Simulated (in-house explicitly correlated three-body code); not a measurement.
Computed with an exponentially correlated three-body code. Model: two electrons around a point charge, non-relativistic, variational in 260 exponentially correlated functions (energies converged to about 1e-7 hartree, or 1e-8 relative for large Z).

Command:
```bash
python run_hyl.py task.json out
```
Settings (lengths in bohr, energies in hartree):
```
Z                      5
nuclear_mass           15
interaction_strength   1
functions              260
states_tried           13
```

Run time, properties included: 21 s on 1 thread of Intel(R) Xeon(R) 6975P-C (Granite Rapids) (shared host).

**Those bound S and P states to n = 4 that converged, binding against the one-electron ion.**

Given: nuclear charge 5; mass of the centre 15 electron masses.

Computed: one-electron threshold -11.71875 hartree.

```
term  energy (hartree)  binding (eV)
1 1S       -20.6366531        242.67
2 3S       -13.8130311        56.988
2 3P       -13.7466157        55.181
2 1S       -13.6722558        53.158
2 1P                 ?             ?
3 3S                 ?             ?
3 3P       -12.5928948        23.787
3 1S       -12.5761807        23.332
3 1P       -12.5312126        22.108
4 3S       -12.2132308        13.456
4 1S       -12.1980913        13.044
```

(1) What belongs in the row 2 1P?

(2) What belongs in the row 3 3S?

**Converged states only, values per electron or pair.**

```
term  mean r (bohr)  mean r squared (bohr²)  mean inverse r (1/bohr)  mean r12 (bohr)  mean inverse r12 (1/bohr)  mean cosine  mean p1 dot p2 (bohr⁻²)  delta r1 (bohr⁻³)  delta r12 (bohr⁻³)
1 1S         0.3463                 0.16166                   4.3941          0.50831                     2.6682    -0.002465                 0.036181             28.643              2.7963
2 3S              ?                       ?                        ?                ?                          ?            ?                        ?                  ?                   -
2 3P        0.77027                 0.96738                   2.8445           1.2885                    0.95153    -0.060303                  -1.4248             16.123                   -
2 1S        0.92911                   1.448                   2.8227           1.5735                    0.88273   -0.0050828                 -0.18785             17.649             0.43542
2 1P        0.86233                  1.2462                   2.7927           1.4303                    0.89872     0.038171                  0.74324             16.505            0.074122
3 3S         1.8399                  6.4755                   2.5606           3.3789                    0.37841    0.0025664                -0.048951             16.787                   -
3 3P         1.7474                  5.8719                   2.5603           3.1983                    0.41673    -0.011548                 -0.36108             16.343                   -
3 1S         1.9097                  7.0244                   2.5555           3.5157                    0.40253   0.00019987                -0.085641             16.757             0.12771
3 1P         1.8709                  6.8124                   2.5472           3.4355                    0.40982     0.012662                  0.17984             16.412            0.026361
4 3S              ?                       ?                        ?                ?                          ?            ?                        ?                  ?                   -
4 1S         3.2893                  22.106                   2.4625            6.268                    0.22885     0.000856                -0.049586             16.543            0.053469
```

(3) What belongs in the row 2 3S?

(4) What belongs in the row 4 3S?

Results:

(1) energy (hartree): -13.5141175; binding (eV): 48.854.

(2) energy (hartree): -12.6135867; binding (eV): 24.35.

(3) mean r (bohr): 0.88225; mean r squared (bohr²): 1.2829; mean inverse r (1/bohr): 2.8417; mean r12 (bohr): 1.4907; mean inverse r12 (1/bohr): 0.79077; mean cosine: 0.0037338; mean p1 dot p2 (bohr⁻²): -0.034215; delta r1 (bohr⁻³): 17.795.

(4) mean r (bohr): 3.1961; mean r squared (bohr²): 20.804; mean inverse r (1/bohr): 2.4646; mean r12 (bohr): 6.0826; mean inverse r12 (1/bohr): 0.21921; mean cosine: 0.001832; mean p1 dot p2 (bohr⁻²): -0.03535; delta r1 (bohr⁻³): 16.555.
